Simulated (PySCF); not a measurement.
Computed IR spectrum (relative IR intensity) of a molecule C₅H₉N. Geometry optimised at PBE-D3(BJ)/def2-SVP. Other conformers were not sampled. Level of theory: PBE-D3(BJ)/def2-SVP in PySCF. Harmonic, unscaled wavenumbers; measured fundamentals usually lie a few per cent lower.

ν (cm⁻¹): 279 (w), 608 (w), 655 (w), 859 (w), 917 (vw), 978 (w), 1041 (w), 1094 (w), 1223 (m), 1234 (w), 1267 (vw), 1341 (m), 1408 (w), 1426 (vw), 1448 (w), 2777 (s), 2786 (m), 2821 (vs), 2927 (m), 2931 (m), 2990 (m), 3045 (w), 3160 (w) (against the strongest line: vs over 80 %, s over 45 %, m over 15 %, w over 4 %, vw less)

Question: Which structure fits?
A) C=CN(C)C=C
B) CN1CC=CC1
C) C=C=C(N)CC
D) CC(C)=C=CN

Answer: B, CN1CC=CC1
